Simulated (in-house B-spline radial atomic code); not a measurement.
What moves the levels of Tl ([Xe] 4f14 5d10 6s2 6p1)? Method: Dirac-Hartree-Fock, average of the jj configuration, Fermi nucleus of rms radius 5.3786 fm. Calculated with a B-spline radial code for spherical atoms.

Baseline run (computed): total energy -20275.0170 hartree, 1s1/2 at -3164.218 hartree, 6p1/2 at -5.8076 eV with <r> = 3.502 bohr.

Changing the nucleus:

```tsv
nucleus	ΔE (eV)
Fermi nucleus of rms radius 5.3896 fm, A = 185	0.459
Fermi nucleus of rms radius 5.4017 fm, A = 188	0.964
Fermi nucleus of rms radius 5.4121 fm, A = 190	1.4
Fermi nucleus of rms radius 5.4169 fm, A = 191	1.6
Fermi nucleus of rms radius 5.4191 fm, A = 192	1.69
Fermi nucleus of rms radius 5.4243 fm, A = 193	1.91
Fermi nucleus of rms radius 5.4259 fm, A = 194	1.98
Fermi nucleus of rms radius 5.4325 fm, A = 195	2.25
Fermi nucleus of rms radius 5.4327 fm, A = 196	2.26
Fermi nucleus of rms radius 5.4388 fm, A = 197	2.52
Fermi nucleus of rms radius 5.4396 fm, A = 198	2.55
Fermi nucleus of rms radius 5.4479 fm, A = 199	2.9
Fermi nucleus of rms radius 5.4491 fm, A = 200	2.95
Fermi nucleus of rms radius 5.4573 fm, A = 201	3.29
Fermi nucleus of rms radius 5.4595 fm, A = 202	3.39
Fermi nucleus of rms radius 5.4666 fm, A = 203	3.68
Fermi nucleus of rms radius 5.4704 fm, A = 204	3.84
Fermi nucleus of rms radius 5.4759 fm, A = 205	4.08
Fermi nucleus of rms radius 5.4853 fm, A = 207	4.47
Fermi nucleus of rms radius 5.4946 fm, A = 208	4.86
```

A larger nucleus binds the electrons less, roughly as the density at the nucleus times the change of the nuclear <r²>. The reference is A = 183.
